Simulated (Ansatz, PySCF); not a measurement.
Ag(NH3)2 (AgH₆N₂), SMILES [Ag+](<-[NH3])<-[NH3], charge +1, multiplicity 1. Atoms are numbered in the order given.

```xyz
9

Ag     0.0000     0.0000     0.0000
N      0.0000     0.0000     2.1564
H     -0.9343     0.1575     2.5454
H      0.6035     0.7304     2.5454
H      0.3308    -0.8879     2.5454
N      0.0000     0.0000    -2.1564
H     -0.9343    -0.1575    -2.5454
H      0.6035    -0.7304    -2.5454
H      0.3308     0.8879    -2.5454
```
Charge +1, spin multiplicity 1.

Geometry: B3LYP-D3(BJ)/def2-SVP. The multiplicity is an assumed one; other spin states were not compared. The isomer is the one that the SMILES or the coordinates give; other isomers of the formula were not compared. The def2 effective core potentials stand for the cores of Ag; spin–orbit coupling is left out.

Two levels are set side by side: PBE-D3(BJ)/def2-SVP (Ansatz, an electronic-structure program) and B3LYP-D3(BJ)/def2-SVP (Ansatz). Each level has its own optimised geometry; the coordinates shown are those of the second. Frequencies come from the Hessian of PySCF at each geometry. Differences are taken from unrounded values.

```json
[
 {"quantity": "mean bond length (Å)", "B3LYP-D3(BJ)": "1.307"},
 {"quantity": "bond Ag1–N2 (Å)", "B3LYP-D3(BJ)": "2.156"},
 {"quantity": "bond Ag1–N6 (Å)", "B3LYP-D3(BJ)": "2.156"},
 {"quantity": "bond N2–H3 (Å)", "B3LYP-D3(BJ)": "1.024"},
 {"quantity": "bond N2–H4 (Å)", "B3LYP-D3(BJ)": "1.024"},
 {"quantity": "bond N2–H5 (Å)", "B3LYP-D3(BJ)": "1.024"},
 {"quantity": "bond N6–H7 (Å)", "B3LYP-D3(BJ)": "1.024"},
 {"quantity": "bond N6–H8 (Å)", "B3LYP-D3(BJ)": "1.024"},
 {"quantity": "bond N6–H9 (Å)", "B3LYP-D3(BJ)": "1.024"},
 {"quantity": "highest harmonic wavenumber (cm⁻¹)", "B3LYP-D3(BJ)": "3552"},
 {"quantity": "mean harmonic wavenumber (cm⁻¹)", "B3LYP-D3(BJ)": "1607"},
 {"quantity": "zero-point energy (kcal/mol)", "B3LYP-D3(BJ)": "48.24"}
]
```

Task: What does PBE-D3(BJ) give, and how far is it from B3LYP-D3(BJ)? (Estimate from the structure and the level; the computed values follow.)

Result: 
```
quantity                            PBE-D3(BJ)  PBE-D3(BJ) minus B3LYP-D3(BJ)
----------------------------------  ----------  -----------------------------
mean bond length (Å)                     1.307                          0.000
bond Ag1–N2 (Å)                          2.134                         -0.023
bond Ag1–N6 (Å)                          2.134                         -0.023
bond N2–H3 (Å)                           1.031                          0.007
bond N2–H4 (Å)                           1.031                          0.007
bond N2–H5 (Å)                           1.031                          0.007
bond N6–H7 (Å)                           1.031                          0.007
bond N6–H8 (Å)                           1.031                          0.007
bond N6–H9 (Å)                           1.031                          0.007
highest harmonic wavenumber (cm⁻¹)        3482                            -70
mean harmonic wavenumber (cm⁻¹)           1575                            -32
zero-point energy (kcal/mol)             47.28                          -0.96
```

On these quantities the two levels nearly agree.
